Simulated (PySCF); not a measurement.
**Polarisability and C₆ of Kr³⁺ (krypton, charge +3)**

[Ar] 3d10 4s2 4p3, high-spin 4S determinant. Computed with PySCF 2.14 in x2c-QZVPPall with one added diffuse shell each of s, p, d, f type (12s9p6d5f1g, 113 functions), with scalar relativity by spin-free X2C-1e. Coupled (time-dependent) response in atomic units; α is the mean over directions.

```json
{"method": "UHF", "mean α (bohr³)": "5.592", "C₆ (like pair)": "22.22", "S(−4)": "7.639"}
{"method": "PBE", "mean α (bohr³)": "5.429", "C₆ (like pair)": "21.53", "S(−4)": "6.653"}
{"method": "PBE0", "mean α (bohr³)": "5.445", "C₆ (like pair)": "21.58", "S(−4)": "6.777"}
{"method": "MN15", "mean α (bohr³)": "5.285", "C₆ (like pair)": "20.21", "S(−4)": "6.694"}
```

S(−4) is the Cauchy moment in α(ω) = α(0) + S(−4) ω² + …

α(iu) at PBE:

```tsv
u (hartree)	α(iu) (bohr³)
0	5.429
0.0500	5.412
0.100	5.363
0.200	5.177
0.300	4.897
0.500	4.191
0.750	3.300
1.00	2.571
1.50	1.627
2.00	1.116
3.00	0.6392
5.00	0.3193
```

A single London oscillator, α(iu) = α/(1 + u²/ω²), gives C₆ = (3/4) ω α². Matching the computed C₆ needs ω = 4 × 21.53 / (3 × 5.429²) = 0.974 hartree.

For an ion, C₆ is the dispersion term alone; charge-induced terms of lower order in 1/R come first.
